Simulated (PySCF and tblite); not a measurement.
Values are calculated unless marked as measured or tabulated.
# C₅H₁₀O₂, numbered as in [CH3:1][CH:2]1[CH2:3][O:4][CH2:5][O:6][CH2:7]1: conformational analysis

Free energies: PBE0-D3(BJ)/def2-TZVP on PBE0-D3(BJ)/def2-SVP structures plus GFN2-xTB thermal terms, symmetry and mirror images included. Conformers within 4 kcal/mol (GFN2-xTB free energy) were kept, 7 at most. GIAO shieldings: PBE0/pcSseg-1. Couplings: B3LYP/pcSseg-1 with pcJ-1 on H (gas phase; spin-dipole term only for pairs with B, N, F, Si or P). Couplings are for ¹H. Shifts are against TMS (¹H), TMS (¹³C) at the same level; of two unlike H on one atom, a is the less shielded. Run with PySCF (density fitting) and tblite.

The 6-ring runs over atoms 2–3–4–5–6–7. Of a mirror pair one member is shown.

| conformer | shape | symmetry | E(GFN2) kcal/mol | E(DFT) kcal/mol | G(298.15 K) kcal/mol | weight % | dipole D |
| --- | --- | --- | --- | --- | --- | --- | --- |
| 1 | 6-ring chair (all substituents equatorial) | Cs | 0.00 | 0.00 | 0.00 | 84.6 | 1.90 |
| 2 | 6-ring chair (C1 axial) | Cs | 0.50 | 0.94 | 1.01 | 15.4 | 1.83 |
| 3 | 6-ring twist-boat (ring torsions -68, 35, 33, -69, 34, 29°) | C1 (pair) | 4.16 | 5.64 | 4.93 | 0.0 | 1.12 |
| 4 | 6-ring twist-boat (ring torsions -30, -32, 68, -34, -25, 59°) | C1 (pair) | 4.72 | 6.23 | 5.36 | 0.0 | 2.02 |

Weights (%) against temperature:

```csv
T (K),1,2,3,4,S(mix) cal/mol/K
200,92.4,7.6,0.0,0.0,0.54
250,88.2,11.8,0.0,0.0,0.72
298.15,84.6,15.4,0.0,0.0,0.86
350,81.2,18.7,0.1,0.0,0.98
400,78.4,21.3,0.2,0.1,1.08
```

Averaged shifts at 298.15 K. ¹H: 4.85 (H5a, 1H), 4.38 (H5b, 1H), 3.84 (H3a/H7a, 2H), 3.00 (H3b/H7b, 2H), 1.57 (H2, 1H), 0.69 (H1, 3H) ppm. ¹³C: 94.9 (C5), 74.2 (C3/C7), 30.9 (C2), 14.5 (C1) ppm.

Averaged couplings (Hz): ²J(H1,H1) -14.4, ³J(H1,H2) 7.7, ³J(H2,H3b) 9.7, ³J(H2,H3a) 4.7, ²J(H3b,H3a) -12.6, ⁴J(H3b,H5a) -0.9, ⁴J(H3b,H7a) -0.7, ⁴J(H3a,H5b) -0.8, ⁴J(H3a,H7a) 1.9, ²J(H5b,H5a) -7.9.

Coordinates of conformer 1 (Å):

```xyz
17

C    -1.987   -0.269   -0.364
C    -0.685    0.102    0.321
C     0.229   -1.103    0.523
O     1.465   -0.716    1.069
C     2.091    0.240    0.280
O     1.345    1.405    0.145
C     0.102    1.151   -0.459
H    -2.546   -1.017    0.219
H    -1.805   -0.695   -1.365
H    -2.638    0.609   -0.490
H    -0.892    0.526    1.319
H     0.386   -1.612   -0.454
H    -0.218   -1.836    1.212
H     2.301   -0.188   -0.730
H     3.035    0.509    0.773
H    -0.440    2.108   -0.506
H     0.250    0.797   -1.504
```

Shifts are unscaled: against experiment ¹³C can be off by 15 ppm or more and ¹H by 0.8 ppm.

Search and properties took 4.3 min on 1 thread of Arm Neoverse V1 (shared host) (rough), launched as `OMP_NUM_THREADS=1 python ens_run.py task.json out`.
